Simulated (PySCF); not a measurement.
Isomers of C6H8FN, one GFN2-xTB conformer each. Single-point energies are computed at PBE0/pcSseg-1 (PySCF, gas phase, no added dispersion term), electronic only.

Question: Rank them by PBE0/pcSseg-1 energy, lowest first (kcal/mol).
A. `[CH2:1]=[C:2]=[CH:3]/[C:4](=[CH:5]\[F:6])[CH2:7][NH2:8]` with C2–C3–C4–C5 179°, C3–C4–C7–N8 180°, C4–C7–N8–H 60° and -61°
B. `[H]/[N:5]=[CH:4]/[C:3]([CH:2]=[CH2:1])=[C:6](/[CH3:7])[F:8]` with C1–C2–C3–C4 14°, C2–C3–C4–N5 4°
C. `[CH3:1]/[CH:2]=[C:3](\[CH3:4])[C@H:5]([F:6])[C:7]#[N:8]` with C2–C3–C5–F6 10°
D. `[N:1]#[C:2][C@@H:3]1[CH2:4][CH2:5][CH2:6][C@@H:7]1[F:8]` with C2–C3–C4–C5 -165°, C3–C4–C5–C6 39°, C4–C5–C6–C7 -20°, C5–C6–C7–F8 113°
E. `[H]/[N:1]=[CH:2]/[C@@H:3]1[C@@H:4]([F:5])[C:6]12[CH2:7][CH2:8]2` with N1–C2–C3–C4 -148°
F. `[N:1]#[C:2][C@@H:3]1[CH2:4][CH2:5][C@@H:6]([F:7])[CH2:8]1` with C2–C3–C4–C5 -81°, C3–C4–C5–C6 -40°, C4–C5–C6–F7 -89°, C5–C6–C8–C3 -5°

Answer: F (0.0), D (1.7), C (23.1), B (31.7), E (51.7), A (52.0).

As drawn, the lowest has a C≡N group, which the highest lacks; the highest has cumulated double bonds, an N–H bond and a C=C bond outside aromatic rings, which the lowest lacks. Neighbours under 2.5 kcal/mol apart (N#C[C@@H]1CC[C@@H](F)C1 and N#C[C@@H]1CCC[C@@H]1F; [H]/N=C/[C@@H]1[C@@H](F)C12CC2 and C=C=C/C(=C\F)CN) can change places with a better method, another conformer or zero-point energy. GFN2-xTB itself gives, in the same order: 0.0, 2.7, 30.8, 40.1, 42.6, 55.2. Both levels put the same isomer lowest; measured from each level's own lowest isomer, the values differ by up to 9.1 kcal/mol ([H]/N=C/[C@@H]1[C@@H](F)C12CC2: 42.6 against 51.7).

Q: Which frontier levels, dipoles and rotational constants go with these structures?

A: 
```tsv
SMILES	HOMO (eV, PBE0/pcSseg-1)	LUMO (eV)	dipole (D)	A, B, C (MHz)
N#C[C@@H]1CC[C@@H](F)C1	-9.32	0.49	2.31	4503, 1391, 1288
N#C[C@@H]1CCC[C@@H]1F	-9.13	0.58	5.36	3503, 1752, 1316
C/C=C(\C)[C@H](F)C#N	-7.60	-0.37	3.84	3060, 1379, 1132
[H]/N=C/C(C=C)=C(/C)F	-6.53	-1.21	1.81	3066, 1611, 1067
[H]/N=C/[C@@H]1[C@@H](F)C12CC2	-7.45	-0.17	2.94	2734, 1633, 1157
C=C=C/C(=C\F)CN	-6.66	-0.67	0.56	2432, 1434, 917.3
```
